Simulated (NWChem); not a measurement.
# Atomisation of iminoborane (H₂BN)

```xyz
4

B      0.0000     0.0000    -0.7011
N      0.0000     0.0000     0.5488
H      0.0000     0.0000    -1.8910
H      0.0000     0.0000     1.5544
```
Charge 0, spin multiplicity 1.

The numbers come from NWChem runs, not from measurements. The geometry was optimised at PBE/def2-SVP, a minimum by its harmonic frequencies.

Basis set: def2-TZVP. The atomisation energy is electronic alone: no zero-point, thermal, spin-orbit or counterpoise terms. No value is extrapolated to the basis-set limit. Free atoms are single determinants with multiplicities B 2, N 4, H 2. Correlated methods freeze the same cores in atoms and molecule, 2 orbitals in all.

B3LYP has NWChem's definition, with VWN1-RPA local correlation. The stability of the SCF solutions was not checked. Open-shell Hartree-Fock references start from PBE0 orbitals. Coupled-cluster values serve here as a point of comparison, not as the truth.

### Question
One of these methods gave an atomisation energy of 338.3 kcal/mol. Which?
A) CCSD(T)
B) M06-2X
C) LDA (SVWN5)
D) B3LYP

### Answer
A, CCSD(T). The others give 357.4 (B3LYP), 355.0 (M06-2X), 405.7 (LDA (SVWN5)).
